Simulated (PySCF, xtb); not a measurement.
C4H5ClSi, SMILES C(/C=C\[SiH2]Cl)#C. One conformer was computed; it need not be the lowest.

Harmonic wavenumbers (cm⁻¹) from xtb 6.7.1 with GFN2-xTB at its own minimum, in rising order: 22, 80, 143, 210, 262, 368, 489, 501, 551, 573, 627, 674, 708, 750, 764, 783, 919, 987, 1185, 1325, 1619, 2244, 2250, 2276, 3013, 3041, 3394.

Question: What does TPSSh-D3(BJ)/def2-SVP in PySCF 2.14.0 give at its own minimum? (The exact figures need the calculation; the answer reports its results.)

Answer: 30, 74, 164, 236, 291, 414, 534, 613, 614, 666, 689, 707, 737, 751, 868, 957, 968, 998, 1175, 1359, 1620, 2188, 2275, 2279, 3138, 3169, 3470. Paired by order, the mean absolute difference is 51 cm⁻¹ and the zero-point energies are 42.5 and 44.3 kcal/mol.
